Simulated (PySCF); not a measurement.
Homolysis of single bonds, series Si Br-NH2. All species are isolated molecules in the gas phase. One relaxed conformer stands for each flexible species; it need not be the lowest. Strings in code marks are SMILES.

The four lowest singlet excitations (Tamm–Dancoff). Method: B3LYP-D3(BJ)/def2-TZVP (PySCF). B3LYP has the VWN-RPA correlation part, as in Gaussian. Excitations are Tamm–Dancoff values on a coarser integration grid. The basis has no diffuse functions, so Rydberg states are missing or too high.

```json
[
 {"state": "S1", "energy (eV)": "6.27", "wavelength (nm)": "198", "oscillator strength": "0.013"},
 {"state": "S2", "energy (eV)": "6.72", "wavelength (nm)": "184", "oscillator strength": "0.043"},
 {"state": "S3", "energy (eV)": "7.07", "wavelength (nm)": "175", "oscillator strength": "0.018"},
 {"state": "S4", "energy (eV)": "7.07", "wavelength (nm)": "175", "oscillator strength": "0.005"}
]
```

Q: Which member gives these states?
A. `N[Si](N)(N)N`
B. `Br[Si](Br)(Br)Br`
C. `N[Si](N)(Br)Br`
D. `N[Si](N)(N)Br`

A: D, `N[Si](N)(N)Br`
